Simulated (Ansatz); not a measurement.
`C[Si](S)(Cl)Cl` → `[CH2]` (triplet) + `S[SiH](Cl)Cl` at 700 K and 1 bar (formal loss of a carbene).

Computed with Ansatz on PBE0-D4/def2-TZVP structures; ΔE is electronic, products minus reactants. CCSD(T)/CBS is the MP2 limit (def2-TZVPP, def2-QZVPP) plus CCSD(T) − MP2 in def2-TZVPP, frozen cores. This one scheme is used for every species. Triplets are unrestricted, without spin–orbit coupling. One conformer a species, not always the lowest.

```csv
species,CCSD(T)/CBS energy (Eh),H − E (kJ/mol),S (J/(mol·K))
`C[Si](S)(Cl)Cl`,-1647.02782,212.1,488.3
`[CH2]` (triplet),-39.09499,70.4,226.8
`S[SiH](Cl)Cl`,-1607.74509,117.3,422.3
```

H − E and S are ideal-gas, rigid-rotor, harmonic terms from PBE0-D4/def2-TZVP, for one conformer and one mirror image of each species, with the whole ground term of open shells counted as degenerate. 1 Eh = 2625.50 kJ/mol, R = 8.31446 J/(mol·K).

Task: By hand: ΔE, ΔH, ΔS and ΔG.

Result: ΔE = (-39.09499) + (-1607.74509) − (-1647.02782) = 0.18774 Eh = 492.9 kJ/mol. Δ(H − E) = 70.4 + 117.3 − 212.1 = -24.4, so ΔH = 468.5 kJ/mol. ΔS = 226.8 + 422.3 − 488.3 = 160.8 J/(mol·K). ΔG = 468.5 − 700 × (160.8)/1000 = 355.9 kJ/mol.

Task: By hand: the equilibrium constant, and the temperature at which ΔG would vanish if ΔH and ΔS stayed fixed.

Result: log₁₀ K = −ΔG/(RT ln 10) = -26.6. ΔG = 0 at ΔH/ΔS = 2914 K, far beyond where these terms or the molecules hold.

The number of gas molecules changes by +1, which sets the sign of ΔS. A doubt of 5 kJ/mol in ΔE shifts log₁₀ K by 0.4 here. Other conformers and mirror images would add mixing entropy, several J/(mol·K) or more a flexible species. A triplet takes part, so the spin changes. These are equilibria of isolated gas molecules and say nothing of rates. Largest T1 diagnostic: 0.011 (customary marks: 0.02 for closed shells, 0.045 for open ones).
